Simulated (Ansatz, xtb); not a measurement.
# AlBF3P: 3 structures ranked

3 gas-phase structures of AlBF3P, found in a search over its isomers (lower ones may exist). Each was relaxed with GFN2-xTB:

A. a singlet given by its coordinates
B. a singlet given by its coordinates
C. `F/P=[B]/[Al]([F])[F]`, a singlet

A (Å):

```csv
atom,x (Å),y (Å),z (Å)
Al,-1.1949,-0.5166,1.5904
B,-0.3701,-2.8828,1.7744
F,0.8501,-3.2707,1.8767
F,0.3958,-0.0497,1.6984
F,-2.1618,0.8084,1.4261
P,-2.0622,-2.6272,1.6496
```

Close contacts (Å): Al1–B2 2.51, Al1–F4 1.66, Al1–F5 1.65, Al1–P6 2.28, B2–F3 1.28, B2–P6 1.72.

B (Å):

| atom | x (Å) | y (Å) | z (Å) |
| --- | --- | --- | --- |
| Al | -1.6020 | -1.0487 | 1.3091 |
| B | 0.5265 | -1.7648 | 2.2218 |
| F | 0.9657 | -2.9352 | 2.5488 |
| F | -1.9166 | -1.5836 | -0.2237 |
| F | -2.9122 | -1.2034 | 2.3057 |
| P | 0.3671 | -0.0775 | 1.9393 |

Close contacts (Å): Al1–B2 2.42, Al1–F4 1.65, Al1–F5 1.65, Al1–P6 2.28, B2–F3 1.29, B2–P6 1.72.

Task: Which do you expect lowest at r2SCAN-D4/def2-SVP, and how would the others follow?

Result: Calculated order at r2SCAN-D4/def2-SVP: A (0.0), B (16.7), C (337.0) kJ/mol.

Energies above the lowest of each column, in kJ/mol:

```tsv
structure	GFN2-xTB	HF/STO-3G	r2SCAN-D4/def2-SVP
A	0.3	0.0	0.0
B	0.0	8.2	16.7
C	181.3	331.2	337.0
```

Every level run on A puts it lowest or level with the lowest. Some further structures that were screened fall inside this span and aren't listed. Flexible structures stand in one conformer each, not always the lowest. Frequencies (PBE0-D3(BJ)/def2-SVP) were run for A alone.

Programs: Ansatz 0.2.0, xtb 6.7.1.
